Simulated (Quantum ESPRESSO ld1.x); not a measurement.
Results of a calculation; reference values are marked as such.
Task: These are the eigenvalues of the occupied orbitals of an atom or ion with whole-number occupations (hartree). Code: ld1.x of Quantum ESPRESSO 7.5. Model: Dirac Kohn-Sham, LDA (Slater exchange, Perdew-Wang correlation), spin-unpolarised, spherical densities, point nucleus.

1s1/2: -1535.66
2s1/2: -248.580
2p1/2: -235.122
2p3/2: -217.426
3s1/2: -55.1678
3p1/2: -49.4347
3p3/2: -45.9320
3d3/2: -35.8916
3d5/2: -35.1364
4s1/2: -12.4637
4p1/2: -10.3119
4p3/2: -9.54096
4d3/2: -5.99303
4d5/2: -5.85572
5s1/2: -2.98135
5p1/2: -2.35066
5p3/2: -2.21982
4f5/2: -1.80508

Which element is it, and in what charge state? The configuration may be excited. Open shells, if any, fill j = l - 1/2 first.

Result: Z = 59, praseodymium, charge +4: Pr4+ in [Xe] 4f1. The list shows which subshells hold electrons but not how many an open one holds; the 1s level, -1535.7 hartree, gives Z - s = 55.4 by -(Z - s)^2/2, which with screening and relativity narrows Z to a few neighbours, and the depths of the outer levels then fix element, charge and occupations together.
